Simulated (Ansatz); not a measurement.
A nudged elastic band was laid between two geometries of BCl2FH3N (8 atoms, charge 0, multiplicity 1).

Level of theory: RKS PBE/def2-SVP (Ansatz 0.2.0).

```json
{
 "movable images": "7",
 "climbing image": "yes",
 "spring": "5.0 eV/Å²",
 "optimiser": "quadratic models (default)",
 "start path": "through a guess of the saddle point",
 "force threshold": "0.05 eV/Å",
 "iteration limit": "60",
 "end points": "relaxed"
}
```

First end point:

```xyz
8
Properties=species:S:1:pos:R:3
B 0.038 -0.153 0.175
F 0.185 0.685 1.250
Cl 1.473 -0.130 -0.988
Cl -1.612 -0.027 -0.647
N 0.057 -1.680 0.810
H -0.062 -2.375 0.058
H 0.958 -1.861 1.283
H -0.714 -1.797 1.488
```

Last end point:

```xyz
8
Properties=species:S:1:pos:R:3
B 0.081 -0.676 -0.435
F -0.297 0.268 2.273
Cl 1.545 0.207 -0.864
Cl -1.480 -0.240 -1.130
N 0.162 -1.768 0.472
H -0.622 -2.416 0.574
H 1.071 -2.165 0.723
H -0.136 -0.549 1.815
```

Q: Which bonds break or form, and what moves?

A: Bonds broken: B1–F2, N5–H8. Bonds formed: F2–H8. BCl2FH3N becomes BCl2H2N + FH.

Q: Give the energies along the band, and the barrier.

A: The run converged. The highest image is number 6 of 0 to 8, 1.49 eV above the first end and 0.33 eV above the last; the last end lies 1.16 eV above the first. A vibrational analysis at the climbing image gives one clearly imaginary mode, 511i cm⁻¹: a first-order saddle point. The orbitals stay closed-shell, which can raise the energy where a bond breaks towards radicals; this wasn't checked here.

```tsv
image	path coordinate (Å)	energy (eV)	B1–F2 (Å)	N5–H8 (Å)	F2–H8 (Å)
0	0.00	0.00	1.37	1.03	2.65
1	0.42	0.01	1.37	1.03	2.54
2	0.85	0.02	1.37	1.03	2.45
3	1.27	0.04	1.37	1.03	2.38
4	1.69	0.17	1.40	1.03	1.96
5	2.11	0.85	1.54	1.13	1.45
6	2.54	1.49	1.85	1.44	1.07
7	3.02	1.25	2.42	1.74	0.96
8	3.50	1.16	2.89	1.84	0.95
```

Q: What is the geometry of the highest image?

A: 
```xyz
8
Properties=species:S:1:pos:R:3
B 0.026 -0.472 -0.069
F -0.230 0.299 1.590
Cl 1.552 0.230 -0.676
Cl -1.498 -0.182 -0.955
N 0.134 -1.774 0.683
H -0.618 -2.450 0.512
H 1.052 -2.229 0.660
H -0.094 -0.760 1.683
```

Q: What are the harmonic wavenumbers there?

A: 511i, 198, 215, 283, 293, 395, 454, 620, 752, 771, 930, 1064, 1183, 1208, 1510, 2028, 3461, 3559 cm⁻¹.

Run time: 2.5 min on 2 threads of Arm Neoverse V1, with other jobs on the host, peak memory 0.13 GiB.
